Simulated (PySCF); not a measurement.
Geometry (Å), atoms numbered from 1 in this order:
```xyz
19

C     3.6796   -0.0145   -0.8404
O     2.3444    0.2858   -1.2246
C     1.3863   -0.0862   -0.3678
O     1.6157   -0.6391    0.6806
Si   -0.4129    0.3272   -0.9067
C    -1.3014    1.1152    0.5556
C    -2.5294    0.1966    0.6841
C    -2.1181   -1.2065    0.2316
O    -1.3094   -1.0879   -0.9274
H     4.3217    0.3256   -1.6608
H     3.9437    0.5073    0.0916
H     3.8050   -1.0951   -0.6784
H    -0.4389    0.9924   -2.2368
H    -1.5689    2.1755    0.4450
H    -0.6437    1.0219    1.4360
H    -2.9299    0.1762    1.7103
H    -3.3361    0.5622    0.0270
H    -1.5505   -1.7188    1.0308
H    -2.9917   -1.8309   -0.0135
```

Geometry: PBE0-D3(BJ)/def2-SVP; GIAO absolute shieldings from PySCF, gas phase, non-relativistic, averaged over equivalent atoms.

At CAM-B3LYP/pcSseg-1 (210 basis functions, 48 s wall time on 1 thread of an Arm Neoverse V1, shared host):
```tsv
atoms	σ (ppm)
C3	-10.7
C8	111.2
C1	131.3
C7	153.1
C6	172.6
O4	-168.8
O2	118.4
O9	284.1
Si5	345.5
H13	26.50
H19	27.22
H18	27.50
H10/H11/H12	27.64
H16	29.45
H17	29.80
H15	30.27
H14	30.49
```

Question: Predict the values at PBE0/pcSseg-1 on the same geometry.

Answer: 
| atoms | σ at PBE0/pcSseg-1 | change |
| --- | --- | --- |
| C3 | -4.1 | +6.6 |
| C8 | 113.4 | +2.2 |
| C1 | 133.8 | +2.5 |
| C7 | 154.8 | +1.7 |
| C6 | 173.8 | +1.2 |
| O4 | -165.4 | +3.4 |
| O2 | 112.7 | -5.7 |
| O9 | 279.3 | -4.8 |
| Si5 | 353.5 | +8.0 |
| H13 | 26.31 | -0.19 |
| H19 | 27.14 | -0.08 |
| H18 | 27.44 | -0.06 |
| H10/H11/H12 | 27.62 | -0.02 |
| H16 | 29.35 | -0.10 |
| H17 | 29.73 | -0.07 |
| H15 | 30.15 | -0.12 |
| H14 | 30.35 | -0.14 |

The largest change is at Si5 (silicon bonded to 2 C, O, H, in a 5-membered ring). Cost: 210 basis functions, 38 s wall time on 1 thread of an Arm Neoverse V1, shared host. The order of the carbon signals is the same at both levels.
